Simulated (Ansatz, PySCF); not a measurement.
PySCF was given this input:
```python
from pyscf import gto, scf, dft

mol = gto.M(
    atom='''
Mo   -0.000000   -0.000000   -0.000000
F     1.140238   -0.481208   -1.451712
F    -1.140238    0.481208    1.451712
F    -1.112596    0.749366   -1.122278
F    -0.930779   -1.655156   -0.182429
F     0.930779    1.655156    0.182429
F     1.112596   -0.749366    1.122278
''',
    basis='def2-svp',
    ecp={'Mo': 'def2-svp'},
    charge=-1,
    spin=1,
    verbose=4,
)

mf = dft.UKS(mol)
mf.xc = 'b3lyp'
mf.grids.atom_grid = (99, 590)
mf.grids.prune = None
mf.kernel()
```

Write the same job for Ansatz (an electronic-structure program).

One answer among several that fit: 
Ansatz 0.2 input:
```yaml
crystal:
  periodic: [false, false, false]
  atoms:
    - {symbol: Mo, position_ang: [-0.00000000, -0.00000000, -0.00000000]}
    - {symbol: F, position_ang: [1.14023768, -0.48120813, -1.45171224]}
    - {symbol: F, position_ang: [-1.14023768, 0.48120813, 1.45171224]}
    - {symbol: F, position_ang: [-1.11259570, 0.74936569, -1.12227778]}
    - {symbol: F, position_ang: [-0.93077908, -1.65515604, -0.18242930]}
    - {symbol: F, position_ang: [0.93077908, 1.65515604, 0.18242930]}
    - {symbol: F, position_ang: [1.11259570, -0.74936569, 1.12227778]}
basis:
  gaussian:
    orbitals: def2-SVP
hamiltonian:
  xc: b3lyp
total_charge: -1
magnetization: {spin_polarized: true, initial_magnetization: 1}
accuracy: high
```

Both were run: PySCF gave -667.137526 Eh and Ansatz -667.137520 Eh, 0.007 mEh apart.
